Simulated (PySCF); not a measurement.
Isomers of C5H11ClO3Si.

All values: PBE0/pcSseg-1 (PySCF) at GFN2-xTB geometries, gas phase, one conformer each.

(1) Rank by the lowest IAO charge on any atom, highest value first.
A. `[CH3:1][O:2][C:3](=[O:4])[Si@@H:5]([Cl:6])[C@@H:7]([CH3:8])[O:9][CH3:10]` with C1–O2–C3–O4 1°, O2–C3–Si5–Cl6 62°, C3–Si5–C7–C8 52°, Si5–C7–O9–C10 164°
B. `[CH3:1][CH2:2][C@H:3]([O:4][C:5](=[O:6])[O:7][CH3:8])[SiH2:9][Cl:10]` with C1–C2–C3–O4 -65°, C2–C3–O4–C5 155°, C3–O4–C5–O6 2°, O4–C5–O7–C8 180°, C2–C3–Si9–Cl10 57°
C. `[CH3:1][CH2:2][O:3][C@@H:4]1[CH2:5][O:6][CH2:7][Si@@H:8]([Cl:9])[O:10]1` with C1–C2–O3–C4 81°, C2–O3–C4–C5 -171°, O3–C4–C5–O6 -162°, C4–C5–O6–C7 79°, C5–O6–C7–Si8 -51°, O6–C7–Si8–Cl9 -113°
D. `[CH3:1][O:2][C@@H:3]([CH3:4])[Si@H:5]([Cl:6])[O:7][C:8]([CH3:9])=[O:10]` with C1–O2–C3–C4 74°, O2–C3–Si5–Cl6 79°, C3–Si5–O7–C8 -55°, Si5–O7–C8–C9 164°

(2) Rank by HOMO energy, lowest first.
A. `[CH3:1][O:2][C@@H:3]([CH3:4])[Si@H:5]([Cl:6])[O:7][C:8]([CH3:9])=[O:10]` with C1–O2–C3–C4 74°, O2–C3–Si5–Cl6 79°, C3–Si5–O7–C8 -55°, Si5–O7–C8–C9 164°
B. `[CH3:1][CH2:2][O:3][C@@H:4]1[CH2:5][O:6][CH2:7][Si@@H:8]([Cl:9])[O:10]1` with C1–C2–O3–C4 81°, C2–O3–C4–C5 -171°, O3–C4–C5–O6 -162°, C4–C5–O6–C7 79°, C5–O6–C7–Si8 -51°, O6–C7–Si8–Cl9 -113°
C. `[CH3:1][CH2:2][C@H:3]([O:4][C:5](=[O:6])[O:7][CH3:8])[SiH2:9][Cl:10]` with C1–C2–C3–O4 -65°, C2–C3–O4–C5 155°, C3–O4–C5–O6 2°, O4–C5–O7–C8 180°, C2–C3–Si9–Cl10 57°

(3) Rank by the highest IAO charge on any atom, lowest value first.
A. `[CH3:1][CH2:2][C@H:3]([O:4][C:5](=[O:6])[O:7][CH3:8])[SiH2:9][Cl:10]` with C1–C2–C3–O4 -65°, C2–C3–O4–C5 155°, C3–O4–C5–O6 2°, O4–C5–O7–C8 180°, C2–C3–Si9–Cl10 57°
B. `[CH3:1][O:2][C:3](=[O:4])[Si@@H:5]([Cl:6])[C@@H:7]([CH3:8])[O:9][CH3:10]` with C1–O2–C3–O4 1°, O2–C3–Si5–Cl6 62°, C3–Si5–C7–C8 52°, Si5–C7–O9–C10 164°
C. `[CH3:1][CH2:2][O:3][C@@H:4]1[CH2:5][O:6][CH2:7][Si@@H:8]([Cl:9])[O:10]1` with C1–C2–O3–C4 81°, C2–O3–C4–C5 -171°, O3–C4–C5–O6 -162°, C4–C5–O6–C7 79°, C5–O6–C7–Si8 -51°, O6–C7–Si8–Cl9 -113°
D. `[CH3:1][O:2][C@@H:3]([CH3:4])[Si@H:5]([Cl:6])[O:7][C:8]([CH3:9])=[O:10]` with C1–O2–C3–C4 74°, O2–C3–Si5–Cl6 79°, C3–Si5–O7–C8 -55°, Si5–O7–C8–C9 164°

Results:

(1) A (-0.451 e), B (-0.519 e), D (-0.595 e), C (-0.653 e).

(2) C (-8.04 eV), A (-7.56 eV), B (-7.24 eV).

(3) A (+0.791 e), B (+0.905 e), C (+1.124 e), D (+1.143 e).

All values together:

```
                       SMILES  μ (D)  HOMO (eV)  LUMO (eV)  lowest IAO charge (e)  highest IAO charge (e)  lowest Hirshfeld charge (e)  highest Hirshfeld charge (e)
COC(=O)[Si@@H](Cl)[C@@H](C)OC   1.07      -7.49      -0.79             -0.451 (O)             +0.905 (Si)                   -0.243 (O)                   +0.353 (Si)
   CCO[C@@H]1COC[Si@@H](Cl)O1   1.49      -7.24       0.35             -0.653 (O)             +1.124 (Si)                   -0.229 (O)                   +0.401 (Si)
 CO[C@@H](C)[Si@H](Cl)OC(C)=O   1.65      -7.56       0.06             -0.595 (O)             +1.143 (Si)                   -0.241 (O)                   +0.410 (Si)
    CC[C@H](OC(=O)OC)[SiH2]Cl   1.37      -8.04       0.45             -0.519 (O)             +0.791 (Si)                   -0.271 (O)                   +0.336 (Si)
```

Conformers: `[CH3:1][O:2][C:3](=[O:4])[Si@@H:5]([Cl:6])[C@@H:7]([CH3:8])[O:9][CH3:10]` with C1–O2–C3–O4 1°, O2–C3–Si5–Cl6 62°, C3–Si5–C7–C8 52°, Si5–C7–O9–C10 164°; `[CH3:1][CH2:2][O:3][C@@H:4]1[CH2:5][O:6][CH2:7][Si@@H:8]([Cl:9])[O:10]1` with C1–C2–O3–C4 81°, C2–O3–C4–C5 -171°, O3–C4–C5–O6 -162°, C4–C5–O6–C7 79°, C5–O6–C7–Si8 -51°, O6–C7–Si8–Cl9 -113°; `[CH3:1][O:2][C@@H:3]([CH3:4])[Si@H:5]([Cl:6])[O:7][C:8]([CH3:9])=[O:10]` with C1–O2–C3–C4 74°, O2–C3–Si5–Cl6 79°, C3–Si5–O7–C8 -55°, Si5–O7–C8–C9 164°; `[CH3:1][CH2:2][C@H:3]([O:4][C:5](=[O:6])[O:7][CH3:8])[SiH2:9][Cl:10]` with C1–C2–C3–O4 -65°, C2–C3–O4–C5 155°, C3–O4–C5–O6 2°, O4–C5–O7–C8 180°, C2–C3–Si9–Cl10 57°.
